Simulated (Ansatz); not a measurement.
A series at Si: from `S[Si](S)(S)S`, ligands are replaced one by one, each step taking up H₂ and setting free H₂S; n counts the steps. Ansatz, PBE0-D4/def2-TZVP geometries. Each molecule was computed in one conformer, which needn't be the lowest.

```tsv
n	molecule	HOMO energy, ωB97M-V/def2-TZVPP (eV)
0	`S[Si](S)(S)S`	?
1	`S[SiH](S)S`	-9.71
2	`S[SiH2]S`	-9.70
3	`[SiH3]S`	-9.71
4	SiH₄	-12.14
```

By hand: fit a straight line y = ȳ + b (n − n̄) to the 4 given rows and predict n = 0.

n̄ = 2.500, ȳ = -10.315; Σ(n − n̄)(y − ȳ) = -3.650, Σ(n − n̄)² = 5.000, so b = -0.730 eV a step. Prediction: -10.315 + (-0.730) × (-2.500) = -8.49 eV.

By hand: compare with the computed value, -9.76 eV, and give the steps along the whole series.

The line misses by -1.27 eV (computed minus predicted). Steps: 0.05, 0.01, -0.01, -2.43 eV.

The steps change sign along the series, so a line is a poor guide. The highest orbital can change its character along such a series. The miss is 52.0 % of the series' range.
